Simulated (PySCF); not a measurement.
Al(Br)(OMe)(NH2) (CH₅AlBrNO), SMILES C[O][Al]([NH2])[Br].

Geometry: PBE0-D3(BJ)/def2-SVP. The structure was generated by enumeration; whether it is a known compound was not checked. Other conformers were not sampled.

Two levels are set side by side: TDDFT-PBE/def2-SVPD (PySCF) and TDDFT-PBE0/def2-SVPD (PySCF). Vertical, same geometry. The lowest singlet is HOMO→LUMO 99 % with PBE and HOMO→LUMO 98 % with the other functional; states are paired by order. Differences are taken from unrounded values.

| quantity | TDDFT-PBE0 | TDDFT-PBE | TDDFT-PBE minus TDDFT-PBE0 |
|---|---|---|---|
| lowest singlet excitation (eV) | 5.67 | 4.90 | -0.77 |
| lowest triplet excitation (TDA) (eV) | 5.34 | 4.66 | -0.68 |
| first bright state (f over 0.05) (eV) | 7.00 | 6.20 | -0.80 |
| its oscillator strength | 0.13 | 0.07 | -0.06 |

A lower first singlet is the usual sign of a functional without exact exchange. Differences between two approximate levels are no errors against the true value.

Rough cost on one machine, each run with all the roots and properties that it gave: TDDFT-PBE0 against TDDFT-PBE about 4 times.
